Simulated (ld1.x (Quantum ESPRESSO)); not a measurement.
# Reading a pseudo-wave (As (Z = 33))

Columns: radius, all-electron u(r) and pseudo u(r) of the 4p shell (level -5.20 eV) of arsenic in the configuration [Ar] 3d10 4s2 4p3; PBEsol, scalar-relativistic, ultrasoft scheme, ld1.x (Quantum ESPRESSO) 7.5.

| r (bohr) | all-electron | pseudo |
| --- | --- | --- |
| 0.115 | 0.1682 | 0.0081 |
| 0.230 | -0.0302 | 0.0320 |
| 0.345 | -0.2286 | 0.0702 |
| 0.460 | -0.2813 | 0.1206 |
| 0.575 | -0.2213 | 0.1803 |
| 0.690 | -0.1038 | 0.2461 |
| 0.805 | 0.0324 | 0.3146 |
| 0.920 | 0.1657 | 0.3824 |
| 1.035 | 0.2856 | 0.4467 |
| 1.150 | 0.3878 | 0.5049 |
| 1.265 | 0.4717 | 0.5552 |
| 1.380 | 0.5381 | 0.5965 |
| 1.495 | 0.5887 | 0.6283 |
| 1.610 | 0.6252 | 0.6510 |
| 1.725 | 0.6496 | 0.6653 |
| 1.840 | 0.6637 | 0.6723 |
| 1.955 | 0.6692 | 0.6730 |
| 2.070 | 0.6676 | 0.6688 |
| 2.185 | 0.6602 | 0.6604 |
| 2.300 | 0.6482 | 0.6482 |
| 2.415 | 0.6326 | 0.6326 |
| 2.530 | 0.6142 | 0.6142 |
| 2.645 | 0.5937 | 0.5937 |
| 2.760 | 0.5717 | 0.5717 |
| 2.875 | 0.5487 | 0.5487 |
| 2.990 | 0.5251 | 0.5251 |

Problem. How many radial nodes do the two functions have?

Solution. The all-electron 4p function has n − l − 1 = 2; the pseudo-wave has 0, since the states of the same l below it are removed with the core.

Problem. At about which radius was the pseudo-wave matched?

Solution. 2.30 bohr, where the columns begin to agree (steps of 0.12 bohr).

Problem. Is the pseudo-wave norm-conserving?

Solution. No, it belongs to an ultrasoft set: the norm inside the radius is not constrained, and the difference is carried by the augmentation charge.
